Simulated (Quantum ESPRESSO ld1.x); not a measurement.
All-electron atom: Pd21+ in [Ar] 3d7.

All-electron calculation, scalar-relativistic Kohn-Sham, LDA (Slater exchange, VWN5 correlation), spin-polarised, spherical densities, point nucleus; open shells are filled with parallel spins first. Program: ld1.x of Quantum ESPRESSO 7.5.

Energy parts (hartree):
| part | energy |
|---|---|
| total | -4816.3420 |
| kinetic | 5002.7434 |
| electron-nucleus | -10967.4391 |
| Hartree | 1263.7177 |
| exchange-correlation | -115.3641 |

Orbitals (lengths in bohr, moments of r in powers of bohr; r(max) is where P^2 peaks; r(90%) holds 90 % of the orbital's charge):
orbital  occ.  eigenvalue (hartree)  r(90%)  <1/r>  r(max)      <r^4>
1s up       1              -913.423  0.0572  48.19   0.021  4.898e-06
1s down     1              -913.417  0.0572  48.19   0.021  4.897e-06
2s up       1              -155.643   0.213  10.95   0.117  0.0008651
2s down     1              -155.390   0.213  10.97   0.117  0.0008624
2p up       3              -142.406   0.196  10.60   0.093  0.0006172
2p down     3              -142.209   0.196  10.61   0.093  0.0006145
3s up       1              -46.8830   0.534  4.002   0.335    0.03456
3s down     1              -46.5919   0.535  3.989   0.335    0.03489
3p up       3              -42.5362   0.538  3.841   0.325    0.03509
3p down     3              -42.2408   0.540  3.828   0.327    0.03549
3d up       5              -35.9339   0.514  3.647   0.268    0.02877
3d down     2              -35.5900   0.517  3.636   0.270    0.02934
4s up       0              -21.4875    1.06  1.909   0.734     0.5545
4s down     0              -21.3940    1.06  1.902   0.734     0.5619
4p up       0              -19.8701    1.09  1.830   0.752     0.6208
4p down     0              -19.7793    1.10  1.823   0.752     0.6301

The highest occupied level is 3d down at -968.45 eV. For comparison, the ionisation energy in NIST's Atomic Spectra Database is 1000 eV (theoretical). In exact Kohn-Sham theory the highest level is minus the ionisation energy, but local and semilocal functionals leave it too shallow, through self-interaction and a potential that decays too fast; potentials with the right tail come closer. The density falls to 0.001 e/bohr^3 at r = 1.11 bohr. Spin moment in Bohr magnetons: 3. Summed over all electrons, <r^2> = 2.257 bohr^2, which gives a Langevin (diamagnetic) susceptibility term of -1.79 x 10^-6 cm^3/mol.
